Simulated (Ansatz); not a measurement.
Cost and result for the atomization energy of `C[C@H]1C[C@@H]1Br` (12 atoms, 12 bonds).

Z-matrix (Å, degrees):
```
C
C 1 1.501
H 1 1.093 2 111.0
H 1 1.093 2 111.2 3 -120.2
H 1 1.093 2 110.9 3 119.6
C 2 1.505 1 121.0 3 -35.4
C 2 1.488 1 119.8 3 35.1
H 2 1.085 1 115.4 3 179.0
H 6 1.082 2 117.9 1 -144.0
H 6 1.085 2 118.6 1 2.2
Br 7 1.912 2 120.3 1 139.8
H 7 1.082 2 118.7 1 -1.6
```

Charge 0, multiplicity 1. Correlated methods include outer-core shells of Br, which these sets cover unevenly. Scalar relativity is left out up to krypton. All single points use the PBE0-D4/def2-TZVP geometry. Program: Ansatz. All runs use 4 threads of an Intel Xeon Platinum 8175M on a shared host. Times are those of one run each, without the atoms' runs, and a repeat can differ threefold. Electronic energies, without spin–orbit coupling; frozen cores. CCSD(T)/CBS adds CCSD(T) − MP2 in def2-TZVPP to the MP2 limit, and its time is that of the two runs behind it. T1 = 0.008. With those shells the extrapolation isn't a true limit. B3LYP takes the VWN-RPA correlation (the form of Gaussian; ORCA's B3LYP/G).

CCSD(T)/CBS is a level of theory with its own doubt, some kJ/mol a heavy atom from the limit and from the frozen cores, so smaller differences don't rank the functionals.

```json
{"level": "PBE-D4/def2-TZVPP (with forces)", "functions": "270", "wall time": "5.5 s", "atomization (kcal/mol)": "1145.9", "difference from CCSD(T)/CBS": "29.0", "per bond": "2.4"}
{"level": "PBE0-D4/def2-TZVPP", "functions": "270", "wall time": "8 s", "atomization (kcal/mol)": "1130.9", "difference from CCSD(T)/CBS": "14.0", "per bond": "1.2"}
{"level": "r2SCAN-D4/def2-TZVPP (with forces)", "functions": "270", "wall time": "8.5 s", "atomization (kcal/mol)": "1122.6", "difference from CCSD(T)/CBS": "5.7", "per bond": "0.5"}
{"level": "B3LYP-D4/def2-TZVPP (with forces)", "functions": "270", "wall time": "11 s", "atomization (kcal/mol)": "1115.3", "difference from CCSD(T)/CBS": "-1.6", "per bond": "-0.1"}
{"level": "ωB97X-V/def2-TZVPP", "functions": "270", "wall time": "14 s", "atomization (kcal/mol)": "1119.6", "difference from CCSD(T)/CBS": "2.7", "per bond": "0.2"}
{"level": "B2PLYP/def2-TZVPP", "functions": "270", "wall time": "15 s", "atomization (kcal/mol)": "1105.5", "difference from CCSD(T)/CBS": "-11.4", "per bond": "-0.9"}
{"level": "ωB97M-V/def2-TZVPP (with forces)", "functions": "270", "wall time": "22 s", "atomization (kcal/mol)": "1119.5", "difference from CCSD(T)/CBS": "2.6", "per bond": "0.2"}
{"level": "MP2/def2-QZVPP", "functions": "527", "wall time": "56 s", "atomization (kcal/mol)": "1125.2", "difference from CCSD(T)/CBS": "8.3", "per bond": "0.7"}
{"level": "CCSD(T)/def2-TZVPP", "functions": "270", "wall time": "5.3 min", "atomization (kcal/mol)": "1091.8", "difference from CCSD(T)/CBS": "-25.1", "per bond": "-2.1"}
{"level": "CCSD(T)/CBS(def2)", "functions": "–", "wall time": "6.2 min", "atomization (kcal/mol)": "1116.9", "difference from CCSD(T)/CBS": "0.0", "per bond": "0.0"}
```

The D4 term adds +9.3 kcal/mol with B3LYP and +4.9 kcal/mol with PBE0; it sums over pairs of atoms, weighted by their polarisabilities, and B3LYP, whose exchange is more repulsive, gets the larger term. From PBE to PBE0 (25 % exact exchange), in def2-TZVPP and without D4, the atomization energy moves by −14.1 kcal/mol: exact exchange takes away binding that semilocal exchange gives to molecules. In def2-TZVPP, CCSD(T) changes the Hartree–Fock value by +262.6 kcal/mol (the triples alone add +16.1 kcal/mol) and MP2 by +281.3 kcal/mol; breaking electron pairs costs correlation energy, which Hartree–Fock lacks.
